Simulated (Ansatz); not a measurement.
These are frozen-core CCSD(T)/cc-pVTZ // PBE-D3(BJ)/def2-TZVP (Ansatz, an electronic-structure program) values and carry that method's errors.

Ansatz 0.2 input:
```yaml
crystal:
  periodic: [false, false, false]
  atoms:
    - { symbol: O, position_ang: [1.866234, -0.109441, 0.024628] }
    - { symbol: C, position_ang: [0.553188, 0.142249, -0.092836] }
    - { symbol: C, position_ang: [-0.383672, 0.928927, -0.523718] }
    - { symbol: C, position_ang: [-0.811495, -0.353555, 0.218487] }
    - { symbol: H, position_ang: [1.968126, -0.951388, 0.503845] }
    - { symbol: H, position_ang: [-0.74504, 1.816344, -1.023701] }
    - { symbol: H, position_ang: [-1.203257, -0.280295, 1.244604] }
    - { symbol: H, position_ang: [-1.236015, -1.193695, -0.35221] }
basis:
  gaussian: { orbitals: cc-pVTZ }
correlation:
  method: ccsd_t
```

Output:

```
Functional definition: HF
1017 factors; integrals over basis functions are off by at most 8.0e-4 eV
mean field evaluation 1: about -5188.0893 eV, gradient 3.3e1 eV
mean field evaluation 2: about -5188.0941 eV, gradient 3.3e1 eV
mean field evaluation 4: about -5190.5946 eV, gradient 3.3e0 eV
mean field evaluation 8: about -5190.6293 eV, gradient 3.2e-4 eV
mean field evaluation 16: about -5190.6253 eV, gradient 2.2e-1 eV
mean field -5190.62930150 eV, -190.7521084954 hartree, gradient 2.3e-6 eV, S^2 0.000000; 0 other end points of the search recorded, 0 dependent functions left out
4 core orbitals not correlated
reference -5190.62930150 eV, -190.7521084954 hartree; 11, 11 occupied and 161, 161 virtual orbitals, 1017 factors
second order -19.68063229 eV of doubles, -0.00000000 eV of singles
cycle   1  -19.56769236 eV  change    1.1e-1 eV  update   9.4e-2
cycle   2  -20.05067787 eV  change   -4.8e-1 eV  update   2.9e-2
cycle   3  -20.16099759 eV  change   -1.1e-1 eV  update   1.4e-2
cycle   4  -20.15248562 eV  change    8.5e-3 eV  update   3.6e-3
cycle   5  -20.15318890 eV  change   -7.0e-4 eV  update   1.5e-3
cycle   6  -20.15384260 eV  change   -6.5e-4 eV  update   4.0e-4
cycle   7  -20.15360711 eV  change    2.4e-4 eV  update   1.3e-4
cycle   8  -20.15354163 eV  change    6.5e-5 eV  update   4.5e-5
cycle   9  -20.15355117 eV  change   -9.5e-6 eV  update   1.6e-5
perturbative correction -0.92761570 eV, -0.0340892482 hartree
Total energy: -5211.71046838 eV, -191.5268270887 hartree
```

Cost: very roughly 28 core-seconds.
